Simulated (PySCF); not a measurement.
Ca: ionisation energy

Ca [Ar] 4s2 (1S) → Ca+ [Ar] 4s1 (2S), as a difference of total energies. Calculation: PySCF 2.14, in ANO-RCC-VTZP (6s5p2d1f, 38 functions); scalar relativity by spin-free X2C-1e. Correlated levels: valence and next inner shell: [Ne] frozen. The calculations carry no spin-orbit coupling.

```json
{"method": "UHF", "ionisation energy (eV)": "5.138", "error (eV)": "-0.975"}
{"method": "MP2 (valence and next inner shell)", "ionisation energy (eV)": "5.861", "error (eV)": "-0.252"}
{"method": "SCS-MP2 (valence and next inner shell)", "ionisation energy (eV)": "5.909", "error (eV)": "-0.204"}
{"method": "CCSD (valence and next inner shell)", "ionisation energy (eV)": "5.971", "error (eV)": "-0.142"}
{"method": "CCSD(T) (valence and next inner shell)", "ionisation energy (eV)": "6.020", "error (eV)": "-0.093"}
{"method": "CCSDT (valence and next inner shell)", "ionisation energy (eV)": "6.020", "error (eV)": "-0.093"}
```

Reference: 6.113 eV (measured; NIST Atomic Spectra Database, ionization energies).

Errors of the correlated levels include the incompleteness of this basis and the frozen core.
